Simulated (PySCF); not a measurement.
Ag(NH3)2 (AgH6N2), SMILES [NH3]->[Ag+]<-[NH3], charge +1, multiplicity 1.

Geometry: B3LYP-D3(BJ)/def2-SVP. The multiplicity is an assumed one; other spin states were not compared. The isomer is the one that the SMILES or the coordinates give; other isomers of the formula were not compared. The def2 effective core potentials stand for the cores of Ag; spin–orbit coupling is left out.

These are r2SCAN/def2-TZVPD run with PySCF values and carry that method's errors.

Symmetry labels are those of the subgroup C2 that the program uses (full group D3).

Computed valence orbital energies around the gap with their symmetry:
```csv
orbital,symmetry,energy (eV)
HOMO−7,A,-17.58
HOMO−6,A,-15.51
HOMO−5,B,-13.62
HOMO−4,B,-12.47
HOMO−3,A,-12.47
HOMO−2,B,-12.43
HOMO−1,A,-12.43
HOMO,A,-11.17
LUMO,A,-5.70
LUMO+1,B,-4.00
LUMO+2,A,-4.00
LUMO+3,B,-3.76
```
